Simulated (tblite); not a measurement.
Compound: C₆H₉NO₂Si.
Atom-mapped SMILES: `[CH2:1]=[C:2]([C:3]#[N:4])[CH2:5][SiH2:6][C:7](=[O:8])[O:9][CH3:10]` (hydrogens: H11, H12 on C1; H13, H14 on C5; H15, H16 on Si6; H17, H18, H19 on C10)

Computed with GFN2-xTB (tblite), gas phase: L-BFGS steps from a force-field or distance-geometry start until the largest atomic force falls under 0.01 eV/Å.

Step 8: E = -820.1682 eV
```
atom  x, y, z in Å  |  force x, y, z in eV/Å
C1     -3.3336   -1.2396    0.8059    0.095   0.028   0.012
C2     -2.6030   -0.1460    0.5820   -0.069  -0.130  -0.058
C3     -3.2424    0.9965    0.0523   -0.068   0.146  -0.017
N4     -3.7883    1.9193   -0.3544    0.047   0.012  -0.025
C5     -1.1402   -0.0438    0.8610    0.043  -0.024   0.030
Si6    -0.0544    0.0319   -0.7174    0.116   0.038  -0.005
C7      1.7871    0.0819   -0.1064    0.008   0.009   0.057
O8      2.1038   -0.1145    1.0439   -0.094  -0.017   0.017
O9      2.6940    0.3466   -1.0557   -0.040  -0.014   0.061
C10     4.0606    0.3931   -0.6239   -0.080  -0.004   0.008
H11    -4.3899   -1.2896    0.6065    0.012   0.052  -0.045
H12    -2.8722   -2.1201    1.2136   -0.005  -0.122   0.045
H13    -0.9570    0.8428    1.4723    0.045   0.038  -0.034
H14    -0.8559   -0.9097    1.4590    0.113  -0.023   0.043
H15    -0.2651   -1.1933   -1.5020    0.060   0.067   0.017
H16    -0.3685    1.2352   -1.4908    0.084  -0.045  -0.007
H17     4.1882    1.1656    0.1387   -0.054  -0.009  -0.039
H18     4.6718    0.6189   -1.4955   -0.145  -0.019  -0.010
H19     4.3551   -0.5660   -0.1897   -0.067   0.017  -0.049
```

Step 9: E = -820.1726 eV
```
atom  x, y, z in Å  |  force x, y, z in eV/Å
C1     -3.3323   -1.2412    0.8073    0.038  -0.035   0.002
C2     -2.6006   -0.1500    0.5816   -0.025   0.002  -0.059
C3     -3.2386    0.9968    0.0543   -0.091   0.129  -0.044
N4     -3.7851    1.9186   -0.3551    0.087  -0.041   0.011
C5     -1.1367   -0.0439    0.8618   -0.006  -0.027  -0.010
Si6    -0.0508    0.0349   -0.7182    0.047   0.022  -0.034
C7      1.7871    0.0825   -0.1026   -0.040  -0.028   0.196
O8      2.1039   -0.1161    1.0494   -0.108   0.018  -0.147
O9      2.6883    0.3462   -1.0547   -0.009  -0.015   0.115
C10     4.0535    0.3924   -0.6241   -0.021  -0.002   0.018
H11    -4.3902   -1.2855    0.6022    0.086   0.028  -0.013
H12    -2.8714   -2.1243    1.2151   -0.049  -0.068   0.017
H13    -0.9555    0.8461    1.4692    0.039   0.012  -0.026
H14    -0.8547   -0.9099    1.4607    0.136  -0.006   0.043
H15    -0.2605   -1.1944   -1.5033    0.067   0.121   0.044
H16    -0.3637    1.2403   -1.4964    0.098  -0.108   0.038
H17     4.1862    1.1638    0.1392   -0.074   0.000  -0.053
H18     4.6587    0.6181   -1.4982   -0.091  -0.010  -0.032
H19     4.3525   -0.5651   -0.1889   -0.085   0.009  -0.065
```

Step 10: E = -820.1774 eV
```
atom  x, y, z in Å  |  force x, y, z in eV/Å
C1     -3.3310   -1.2447    0.8089    0.083   0.057  -0.042
C2     -2.5980   -0.1529    0.5795   -0.044  -0.008  -0.003
C3     -3.2361    0.9982    0.0562   -0.061   0.038  -0.049
N4     -3.7813    1.9193   -0.3565    0.090  -0.039   0.026
C5     -1.1334   -0.0447    0.8624   -0.025  -0.015  -0.041
Si6    -0.0458    0.0381   -0.7189   -0.045  -0.003  -0.025
C7      1.7859    0.0830   -0.0973   -0.097  -0.043   0.206
O8      2.1018   -0.1178    1.0544   -0.079   0.026  -0.150
O9      2.6825    0.3456   -1.0518   -0.009  -0.010   0.124
C10     4.0459    0.3918   -0.6240    0.027   0.002   0.015
H11    -4.3886   -1.2808    0.5978    0.104  -0.007   0.011
H12    -2.8715   -2.1301    1.2170   -0.078  -0.018  -0.008
H13    -0.9531    0.8496    1.4656    0.027  -0.027  -0.027
H14    -0.8504   -0.9104    1.4633    0.128   0.033   0.020
H15    -0.2547   -1.1930   -1.5038    0.070   0.139   0.050
H16    -0.3569    1.2430   -1.5012    0.102  -0.129   0.057
H17     4.1828    1.1623    0.1386   -0.078   0.021  -0.045
H18     4.6439    0.6170   -1.5014   -0.032   0.003  -0.059
H19     4.3483   -0.5642   -0.1896   -0.083  -0.019  -0.061
```

Task: Estimate the geometry and energy of step 11. (The exact step hangs on the optimiser's Hessian estimate; all steps are aligned on step 10, rigid shifts and turns removed.)

Result: E = -820.1828 eV, largest force 0.189 eV/Å
```
atom  x, y, z in Å  |  force x, y, z in eV/Å
C1     -3.3278   -1.2478    0.8100    0.057   0.060  -0.067
C2     -2.5954   -0.1564    0.5772    0.011   0.050   0.048
C3     -3.2334    0.9993    0.0580   -0.004  -0.087  -0.040
N4     -3.7755    1.9202   -0.3580    0.070  -0.003   0.026
C5     -1.1299   -0.0459    0.8623   -0.033   0.001  -0.059
Si6    -0.0409    0.0419   -0.7202   -0.134  -0.033   0.027
C7      1.7820    0.0831   -0.0893   -0.118  -0.040   0.142
O8      2.0985   -0.1198    1.0602   -0.044   0.014  -0.051
O9      2.6749    0.3446   -1.0458   -0.036   0.002   0.087
C10     4.0372    0.3911   -0.6239    0.050   0.006  -0.005
H11    -4.3848   -1.2754    0.5926    0.104  -0.044   0.032
H12    -2.8733   -2.1372    1.2190   -0.094   0.043  -0.036
H13    -0.9498    0.8532    1.4606    0.010  -0.065  -0.028
H14    -0.8429   -0.9100    1.4667    0.103   0.081  -0.017
H15    -0.2462   -1.1888   -1.5035    0.064   0.115   0.029
H16    -0.3467    1.2441   -1.5060    0.093  -0.109   0.053
H17     4.1771    1.1610    0.1371   -0.064   0.050  -0.022
H18     4.6255    0.6157   -1.5065    0.027   0.014  -0.073
H19     4.3416   -0.5637   -0.1914   -0.063  -0.056  -0.045
```

The energy changes by -0.0054 eV. The first-order estimate −F·Δx gives -0.0074 eV and the mean of the old and new forces, exact on a quadratic surface, -0.0054 eV. The step makes an angle of 66° with the force vector and moves no atom by more than 0.019 Å.

What follows is the cost of the whole relaxation. On Arm Neoverse V2, one thread, no GPU, shared host with 96 logical CPUs at a one-minute load of 48, this took 0.52 s wall.
